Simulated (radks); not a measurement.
Problem. These are the eigenvalues of the occupied orbitals of an atom or ion with whole-number occupations (eV). Calculated with a radial shooting solver on a logarithmic mesh with Libxc functionals: scalar-relativistic Kohn-Sham, LDA (Slater exchange, VWN5 correlation), spin-polarised, spherical densities, finite nucleus; Fermi nuclear charge, rms radius of each element as measured or else 0.836 A^(1/3) + 0.57 fm.

1s up: -67153.53
1s down: -67118.76
2s up: -15764.27
2s down: -15715.01
2p up: -14635.83
2p down: -14577.81

Which element is it, and in what charge state? The configuration may be excited. Open shells, if any, are filled with parallel spins first.

Solution. Z = 70, ytterbium, charge +62: Yb62+ in [He] 2s2 2p4. The list shows which subshells hold electrons but not how many an open one holds; the 1s level, -2467.8 hartree, gives Z - s = 70.3 by -(Z - s)^2/2, which with screening and relativity narrows Z to a few neighbours, and the depths of the outer levels then fix element, charge and occupations together.
